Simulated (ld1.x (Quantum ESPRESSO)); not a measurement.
## Varying the TM potential for neodymium

Base potential:

- Element: neodymium
- Generator: ld1.x (Quantum ESPRESSO) 7.5
- Type: norm-conserving Troullier–Martins (Kleinman–Bylander form)
- Functional: BP86
- Relativity: non-relativistic
- Frozen core: [Kr] 4d10 4f3
- Valence charge: 11
- Reference configuration: 5s2 5p6 5d1 6s2 6p0
- Partial waves: 5s (bound): rc 1.70 bohr; 5d (bound): rc 2.80 bohr; 5p (bound): rc 2.45 bohr
- Local potential: the p channel
- Core correction: Bessel-smoothed model core, default radius (core density twice the valence density)

Occupied shells without a wave of their own: 6s. They enter only through the test configuration that unscreens the potential, and ld1.x also counts them in the model core charge.

Cutoffs, loose and tight: the cutoffs (Ry, on a coarse ladder) from which the occupation-weighted sum of valence levels, in a spherical-Bessel basis at the reference potential, stays within 10 and 1 mRy of its value at 400 Ry. They do not see the model core or the augmentation charge, which bear on the density cutoff. Test errors are all-electron minus pseudo excitation energies from the reference, over the configurations 5s2 5p6 5d1 6s1 6p0; 5s2 5p6 5d1 6s0 6p0; 5s2 5p6 5d0 6s0 6p0; 5s2 5p5 5d1 6s2 6p0; 5s2 5p6 5d1 6s1 6p1; 5s2 5p6 5d1 6s0 6p1; 5s2 5p6 5d1 6s0 6p2. A dash means not determined; rows that change the core or the reference have their own tests. The largest error is taken over the tests solved by every variant that gives reliable tests at all: 5s2 5p5 5d1 6s2 6p0; 5s2 5p6 5d0 6s0 6p0; 5s2 5p6 5d1 6s0 6p0; 5s2 5p6 5d1 6s1 6p0.

With those shells counted twice in exchange and correlation these files are broken, and their errors move erratically; no question is asked of them.

A true bound ghost makes a file unfit for plane-wave use even where its test errors are small: the radial tests pick states by their node count and pass the ghost by. Where a test does run into it, the solver fails or the error is huge.

```csv
change,outcome,"cutoff, loose","cutoff, tight",bound ghosts,largest test error (meV)
base,generated,45 Ry,90 Ry,s,-1410
wave 5d (bound): rc 2.80 bohr becomes 5d (bound): rc 1.94 bohr,generated,45 Ry,90 Ry,s,-1409
wave 5d (bound): rc 2.80 bohr becomes 5d (bound): rc 2.12 bohr,generated,45 Ry,90 Ry,s,-1409
wave 5d (bound): rc 2.80 bohr becomes 5d (bound): rc 2.48 bohr,generated,45 Ry,90 Ry,s,-1410
wave 5d (bound): rc 2.80 bohr becomes 5d (bound): rc 2.76 bohr,generated,45 Ry,90 Ry,s,-1410
wave 5d (bound): rc 2.80 bohr becomes 5d (bound): rc 3.24 bohr,generated,45 Ry,90 Ry,s,-1405
wave 5d (bound): rc 2.80 bohr becomes 5d (bound): rc 3.42 bohr,generated,45 Ry,90 Ry,s,-1400
wave 5d (bound): rc 2.80 bohr becomes 5d (bound): rc 3.88 bohr,generated,45 Ry,90 Ry,s,-1371
wave 5d (bound): rc 2.80 bohr becomes 5d (bound): rc 4.26 bohr,generated,45 Ry,90 Ry,s,-1321
```

Reading the sweep of the d radius (base included, trends over the rows without a ghost): Bound ghosts are found at 1.94, 2.12, 2.48, 2.76, 2.8, 3.24, 3.42, 3.88, 4.26 bohr. Every judged row has one, so this setting neither creates nor removes them.
